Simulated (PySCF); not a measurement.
SbCl2, SMILES [Cl][Sb][Cl], multiplicity 2.

The structure is a stationary point at B3LYP-D3(BJ)/def2-TZVP. The multiplicity is an assumed one; other spin states were not compared. The isomer is the one that the SMILES or the coordinates give; other isomers of the formula were not compared. The def2 effective core potentials stand for the cores of Sb; spin–orbit coupling is left out.

Method: PBE/def2-TZVPD (PySCF).

Isolated molecule, no solvent.

Computed frontier levels, dipole moment and polarisability:
| Item | Value |
|---|---|
| α spin, highest occupied and lowest empty level | -5.29 and -2.75 eV |
| β spin, highest occupied and lowest empty level | -7.79 and -4.20 eV |
| dipole moment | 2.46 D |
| quadrupole, principal values (traceless, Buckingham form, about the centre of nuclear charge) | -3.80, 0.72, 3.08 D·Å |
| mean static polarisability | 73.9 bohr³ (10.95 Å³) |
| polarisability, principal values | 57.1, 73.3, 91.3 bohr³ |
| ⟨S²⟩ | 0.752 (pure state 0.75) |
